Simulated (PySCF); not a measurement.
Calculation: PySCF 2.14.0 with PBE-D3(BJ)/def2-TZVP // PBE-D3(BJ)/def2-SVP. Gas-phase values, no solvent. One relaxed conformer stands for a flexible species; it need not be the lowest. Excitations are Tamm–Dancoff values on a coarser integration grid. The basis has no diffuse functions, so Rydberg states are missing or too high.

Reference species (SMILES): `[I][Sn]([I])([I])[I]` (neutral, multiplicity 1).

| Property | Result |
|---|---|
| S1 excitation (TDA) | 2.30 eV |
| LUMO | -4.61 eV |
| S1 oscillator strength | 0.000 |

After one change: the S1 excitation (TDA) increases by 0.21 eV; the LUMO increases by 0.33 eV; the S1 oscillator strength is nearly the same.

Which change was made? The new species is one of these.
(A) `C[O][Sn]([O]C)([O]C)[O]C`
(B) `C[O][Sn]([I])([I])[I]` (C–O–Sn–I torsion 180°)
(C) `C[O][Sn]([I])([O]C)[O]C`
(D) `C[O][Sn]([I])([I])[O]C` (C–O–Sn–I torsion -172°, I–Sn–O–C torsion -46°)

B, `C[O][Sn]([I])([I])[I]` (C–O–Sn–I torsion 180°)
